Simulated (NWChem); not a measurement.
Electron attachment to ITl

```xyz
2

Tl     0.0000     0.0000    -1.1460
I      0.0000     0.0000     1.7514
```
Charge 0, spin multiplicity 1.

All runs are NWChem calculations. The geometry was optimised at B3LYP/def2-SVP with def2 effective core potentials on I, Tl, a minimum by its harmonic frequencies.

Basis set: def2-TZVPD. −ε marks an orbital energy of the parent. The basis adds only a small set of diffuse functions.

Effective core potentials replace the inner electrons of I, Tl; spin-orbit coupling is left out. B3LYP has NWChem's definition, with VWN1-RPA local correlation. The structure started from a generated list of species.

### Question
Order these methods by the vertical electron affinity they give, lowest first: −ε(LUMO) of HF, −ε(LUMO) of PBE, −ε(LUMO) of B3LYP, −ε(LUMO) of BHandHLYP.

### Answer
−ε(LUMO) of HF (-0.19 eV), −ε(LUMO) of BHandHLYP (1.44 eV), −ε(LUMO) of B3LYP (2.27 eV), −ε(LUMO) of PBE (2.64 eV)
